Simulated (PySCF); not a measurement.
Coordinates in bohr (charge 0 multiplicity 1):
```
Se    0.0000    0.0000   -1.0944
S     0.0000    0.0000    2.9108
H     2.1871    0.0000   -2.7790
H    -2.1871    0.0000   -2.7790
```

All numbers come from PySCF, PBE0, basis Se def2-TZVP, S def2-TZVP, H def2-TZVP (no relativity, density fitting).

This geometry of H2SeS is a stationary point at this level.

Q: What is the point group?

A: C2v.

Q: Is it a minimum?

A: No: it has 1 imaginary mode, at 977i cm⁻¹ (b1).

Q: Which band is strongest in the infrared?

A: 1060 cm⁻¹ (a1), 100 km/mol.

Q: What are the dipole moment and the gap between the highest occupied and lowest empty levels?

A: 4.04 D and 3.27 eV.

Q: Give the atomic charges and bond orders.

A: 
```csv
atom,Mulliken,Löwdin,polar tensor,Mayer order to Se1
Se1,0.03,0.12,0.28,–
S2,-0.38,-0.25,-0.29,1.34
"H3,4",0.18,0.06,0.00,0.83
```

Only a few start shapes were tried, so a lower isomer may exist. At this level a singlet minimum of Cs symmetry lies 135 kJ/mol below this structure.
